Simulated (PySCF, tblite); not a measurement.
Species: C6H9OPS.
Geometry (GFN2-xTB, Å), atoms numbered from 1 in this order:
```xyz
18
C6H9OPS angstrom
C      2.827   -0.362   -0.991
C      1.889   -0.284   -0.241
P      0.715   -0.226    1.083
S      1.463   -0.523    2.844
C     -0.148    1.379    0.813
C     -0.857    1.393   -0.542
O     -1.804    0.363   -0.679
C     -1.232   -0.918   -0.775
C     -0.599   -1.393    0.534
H      3.608   -0.419   -1.694
H      0.575    2.195    0.887
H     -0.872    1.482    1.628
H     -1.419    2.324   -0.658
H     -0.109    1.328   -1.348
H     -2.054   -1.584   -1.054
H     -0.476   -0.935   -1.576
H     -1.344   -1.421    1.335
H     -0.172   -2.393    0.423
```

Theory: PBE0/pcSseg-1 in PySCF (dipole) on a GFN2-xTB geometry, gas phase.

Take the most abundant isotopes and a rigid rotor. The values belong to one conformer with, in the numbering `[CH:1]#[C:2][P:3]1(=[S:4])[CH2:5][CH2:6][O:7][CH2:8][CH2:9]1`, C2–P3–C5–C6 61°, P3–C5–C6–O7 59°, C5–C6–O7–C8 -70°, C6–O7–C8–C9 70°.

**Question.** Give the principal moments of inertia and the rotational constants in cm⁻¹.

**Answer.** Ia = 298.54, Ib = 524.84, Ic = 609.30 u·Å²; 505379 MHz·u·Å²/I gives 1693, 962.9 and 829.4 MHz, that is A = 0.05647, B = 0.03212, C = 0.02767 cm⁻¹.

**Question.** Classify the top.

**Answer.** An asymmetric top. Ray's parameter κ = (2B − A − C)/(A − C) = -0.691; −1 is the prolate and +1 the oblate limit.

**Question.** Is it planar, by Δ = Ic − Ia − Ib?

**Answer.** Not planar: Δ = Ic − Ia − Ib = -214.09 u·Å². For a rigid frame Δ = −2 Σ m c², so Σ m c² = 107.04 u·Å² lies off the ab plane: 26.05 from hydrogen and 81.00 from heavier atoms. The atom farthest from that plane is 2.34 Å away.

**Question.** Give the other two planar moments, Paa and Pbb, and the rms extents of the mass along the axes.

**Answer.** Paa = Σ m a² = (Ib + Ic − Ia)/2 = 417.80 and Pbb = Σ m b² = (Ia + Ic − Ib)/2 = 191.50 u·Å². With the mass M = 160.01 u, the rms extents √(P/M) along a, b and c are 1.62, 1.09, 0.82 Å.

**Question.** Predict some low-J microwave lines.

**Answer.** The dipole components are |μa| = 3.26 D, |μb| = 2.56 D, |μc| = 0.00 D; the mirror of this Cs structure is the ab plane, so μc vanishes by symmetry and there are no c-type lines. The squared components, which scale the intensities, stand as 1.00 : 0.62 (a : b). Some lines, for components of 0.1 D or more:

```
type  branch         J(Ka,Kc)   MHz  lower level (cm⁻¹)
   a       Q  3(1,2) ← 3(1,3)   799               0.372
   b       Q  1(1,0) ← 1(0,1)   863               0.060
   b       Q  2(1,1) ← 2(0,2)  1014               0.179
   b       Q  3(1,2) ← 3(0,3)  1268               0.356
   a       R  1(0,1) ← 0(0,0)  1792               0.000
   b       Q  2(2,0) ← 2(1,1)  2206               0.213
   b       R  1(1,1) ← 0(0,0)  2522               0.000
   b       Q  2(2,1) ← 2(1,2)  2590               0.199
   b       R  2(0,2) ← 1(1,1)  2838               0.084
   b       R  3(1,2) ← 2(2,1)  3376               0.286
   a       R  2(1,2) ← 1(1,1)  3451               0.084
   a       R  2(0,2) ← 1(0,1)  3568               0.060
   a       R  2(1,1) ← 1(1,0)  3718               0.089
   b       Q  3(3,0) ← 3(2,1)  3913               0.468
   b       Q  3(3,1) ← 3(2,2)  3993               0.465
   b       R  2(1,2) ← 1(0,1)  4181               0.060
   b       R  3(0,3) ← 2(1,2)  4699               0.199
   a       R  3(1,3) ← 2(1,2)  5167               0.199
   a       R  3(0,3) ← 2(0,2)  5312               0.179
   a       R  3(2,2) ← 2(2,1)  5377               0.286
   a       R  3(2,1) ← 2(2,0)  5442               0.286
   a       R  3(1,2) ← 2(1,1)  5566               0.213
   b       R  3(1,3) ← 2(0,2)  5780               0.179
   b       R  2(2,1) ← 1(1,0)  5908               0.089
   b       R  2(2,0) ← 1(1,1)  6058               0.084
   b       R  3(2,2) ← 2(1,1)  7567               0.213
   b       R  3(2,1) ← 2(1,2)  8049               0.199
   b       R  3(3,1) ← 2(2,0)  9354               0.286
```

Its GFN2-xTB frequencies are all real (lowest 82 cm⁻¹). These are rigid-rotor constants of the computed structure; measured ground-state constants (B0) also hold zero-point vibration.
